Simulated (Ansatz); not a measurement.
Computed with Ansatz on PBE0-D4/def2-TZVP structures; ΔE is electronic, products minus reactants. CCSD(T)/CBS adds triple-zeta CCSD(T) − MP2 to the extrapolated MP2 energy (def2 sets, frozen cores). This one scheme is used for every species. DFT in def2-TZVPP. One conformer a species, not always the lowest.

`O[SiH2]S[SiH2]Cl` + `O[SiH](O)F` → `O[SiH](F)O[SiH2]Cl` + `O[SiH2]S`  (ligand exchange at the Si–S bond)

```
             level  ΔE (kJ/mol)  difference from CCSD(T)/CBS
            PBE-D4        -34.2                         15.4
           PBE0-D4        -39.3                         10.3
           ωB97M-V        -49.5                          0.1
            B2PLYP        -56.2                         -6.6
     HF/def2-TZVPP        -77.1                        -27.5
SCS-MP2/def2-TZVPP        -55.7                         -6.1
   CCSD/def2-TZVPP        -58.1                         -8.5
CCSD(T)/def2-TZVPP        -53.3                         -3.7
    MP2/def2-QZVPP        -46.5                          3.1
     MP2/CBS(def2)        -44.1                          5.5
       CCSD(T)/CBS        -49.6                            0
```

Largest T1 diagnostic among the species: 0.011.

In def2-TZVPP, CCSD(T) changes the Hartree–Fock value by +23.8 kJ/mol (the triples alone add +4.8 kJ/mol) and MP2 by +29.4 kJ/mol. The D4 term adds +5.2 kJ/mol with B3LYP and +2.6 kJ/mol with PBE0; it sums over pairs of atoms, weighted by their polarisabilities, and B3LYP, whose exchange is more repulsive, gets the larger term. From PBE to PBE0 (25 % exact exchange), in def2-TZVPP and without D4, ΔE moves by −4.6 kJ/mol.

CCSD(T)/CBS has its own doubt, a few kJ/mol and more with outer-core shells, so smaller differences from it don't rank the levels.

B3LYP here is the variant with VWN-RPA as its local correlation; programs differ in this.
